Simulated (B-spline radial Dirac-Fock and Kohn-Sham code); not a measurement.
## EELS cross sections of the Pd M5 edge

System: atomic palladium, configuration [Kr] 4d10. Level of theory: the first Born approximation with generalised oscillator strengths from a Dirac-Hartree-Slater potential (longitudinal and transverse terms; continuum final states only, so no white lines or fine structure); a B-spline atomic structure program. The edge is taken at 335.2 eV (tabulated value).

Partial cross sections σ(β, Δ) in barn, integrated over a window Δ above the edge and up to the collection semi-angle β, for parallel illumination:

```csv
E₀ (kV),β (mrad),Δ = 25 eV,Δ = 50 eV,Δ = 100 eV,Δ = 200 eV,Δ = 300 eV
60,20,536,3780,14600,29100,36900
60,50,882,5230,19800,40700,52900
60,100,1070,5730,21200,43900,57800
80,10,320,2380,9150,18000,22500
80,50,768,4470,16900,34800,45400
100,5,186,1400,5330,10200,12600
100,10,308,2280,8830,17500,22000
120,10,?,?,?,?,?
120,20,432,2940,11400,23100,29700
120,100,680,3720,13900,28800,37900
200,5,188,1420,5520,10900,13700
200,50,496,2810,10600,22000,28900
200,100,511,2850,10700,22100,29200
300,50,421,2400,9050,18800,24700
```

Task: Give the row for 120 kV and 10 mrad.

Result: 297 b for 25 eV, 2200 b for 50 eV, 8530 b for 100 eV, 17000 b for 200 eV, 21500 b for 300 eV.

Values without a named source are computed, but for edge energies of neutral atoms, which are taken from tables.
